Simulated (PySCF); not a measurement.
# Excitation energy of Zn by level of theory

Zn [Ar] 3d10 4s2 (1S) → Zn [Ar] 3d9 4s2 5s1 (3D), as a difference of total energies. All numbers are calculated (PySCF 2.14, the spin-free X2C one-electron Hamiltonian (Gaussian nucleus), in x2c-TZVPPall with one added diffuse shell each of s, p, d, f type (7s6p5d3f1g, 80 functions)). Correlated levels: valence: [Ar] frozen. The calculations carry no spin-orbit coupling.

| method | excitation energy (cm⁻¹) |
| --- | --- |
| UHF | 96083 |
| MP2 (valence) | 119270 |
| SCS-MP2 (valence) | 116360 |
| CCSD (valence) | 113390 |
| CCSD(T) (valence) | 114630 |

The upper state lies above the first ionisation limit, where it may autoionise and the basis confines it. A Rydberg-like electron needs more diffuse functions than a valence basis has.

The promoted electron is Rydberg-like, and one or two diffuse shells describe it only roughly, which tends to raise the upper state.
